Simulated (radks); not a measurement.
Results of a calculation; reference values are marked as such.
Spherical jellium clusters: N electrons in a uniform positive sphere of charge N and radius rs N^(1/3), rs = 5.27 bohr. Level of theory: non-relativistic Kohn-Sham, PBE, spin-polarised, spherical densities (a radial shooting solver with Libxc functionals). Levels are named by radial order and angular momentum (1s, 1p, 1d, 2s, ...), and open shells are averaged over m.

N = 4, configuration 1s2 1p(up 2, down 0). This is the lowest configuration that the search found. Occupied levels:

level,occupation,eigenvalue (eV),<r> (bohr)
1s up,1,-3.2680,6.041
1s down,1,-2.8748,5.405
1p up,2,-2.3026,7.188

Energy (eV): total -6.43331, kinetic 4.7674, external -61.284, Hartree 30.267, exchange-correlation -11.411, background 31.227.

Electron density:

r (bohr),n(r) (e/bohr^3)
0.275,0.002149
1.31,0.002171
2.35,0.002199
3.38,0.002182
4.42,0.002051
5.45,0.001754
6.49,0.001317
7.52,0.0008420
8.56,0.0004464
9.60,0.0002050
10.6,0.00008823
11.7,0.00003668
12.7,0.00001509
13.7,6.047e-06
